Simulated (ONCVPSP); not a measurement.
rhodium ONCV: all-electron and pseudo phase curves

- Element: rhodium (Rh)
- Generator: ONCVPSP 4.0.1
- Type: optimised norm-conserving Vanderbilt (ONCV)
- Functional: PBEsol
- Relativity: scalar-relativistic
- Frozen core: [Ar] 3d10
- Valence charge: 17
- Reference configuration: 4s2 4p6 4d6 (charge +3)
- Partial waves: 4s: rc 1.10 bohr, ncon 4, nbas 9, qcut 5.6 1/bohr, 2 projectors, debl 1.3 Ha; 4p: rc 1.55 bohr, ncon 3, nbas 7, qcut 8.9 1/bohr, 2 projectors, debl 2 Ha; 4d: rc 1.20 bohr, ncon 4, nbas 8, qcut 7.5 1/bohr, 2 projectors, debl 3.2 Ha
- Local potential: polynomial inside 0.75 bohr (lpopt 4, dvloc0 0 Ha)
- Core correction: Teter function, fcfact 2.25, rcfact 1.45

In the s channel the program set the typed energies aside and used -4.353, 0.250 Ha. In the p channel the program set the typed energies aside and used -3.161, 0.250 Ha.

The phase is arctan(r·R′/R) of the radial function R(r), unwrapped; energies in Ha, scanned from -6 to 5 Ha. A pole is an energy at which the radial function vanishes at the test radius. The pseudo phase is shifted by a multiple of π to meet the all-electron one at the reference energy, and phase errors are pseudo minus all-electron; the curves can meet again beyond the range given. Levels narrower than the energy grid can be missing from the lists of poles.

| channel | radius (bohr) | reference energy (Ha) | poles, all-electron | poles, pseudo | unbroken range about the reference energy with phases within 0.05 rad | phase error 1 Ha above the reference energy (rad) |
| --- | --- | --- | --- | --- | --- | --- |
| s | 1.11 | -4.35 | -0.33 | -0.33 | the whole range | -0.000 |
| p | 1.58 | -3.16 | -2.40 | -2.40 | the whole range | -0.000 |
| d | 1.22 | -1.45 | 2.45 | 2.45 | the whole range | -0.000 |

Phases in the d channel:

```tsv
E (Ha)	all-electron	pseudo
-5.96	1.123	1.122
-5.68	1.096	1.095
-5.40	1.065	1.063
-5.12	1.028	1.026
-4.84	0.984	0.982
-4.56	0.931	0.929
-4.28	0.865	0.864
-4.00	0.784	0.782
-3.72	0.681	0.679
-3.44	0.549	0.548
-3.16	0.382	0.381
-2.88	0.174	0.173
-2.60	-0.066	-0.067
-2.32	-0.317	-0.317
-2.04	-0.550	-0.550
-1.76	-0.747	-0.747
-1.48	-0.904	-0.904
-1.20	-1.028	-1.028
-0.92	-1.125	-1.126
-0.64	-1.203	-1.203
-0.36	-1.266	-1.266
-0.08	-1.318	-1.318
0.20	-1.362	-1.362
0.48	-1.399	-1.400
0.76	-1.432	-1.432
1.04	-1.461	-1.461
1.32	-1.486	-1.486
1.60	-1.510	-1.510
1.88	-1.531	-1.531
2.16	-1.551	-1.551
2.44	-1.570	-1.570
2.72	-1.588	-1.588
3.00	-1.606	-1.606
3.28	-1.623	-1.623
3.56	-1.640	-1.640
3.84	-1.657	-1.657
4.12	-1.674	-1.675
4.40	-1.692	-1.693
4.68	-1.711	-1.712
4.96	-1.730	-1.732
```
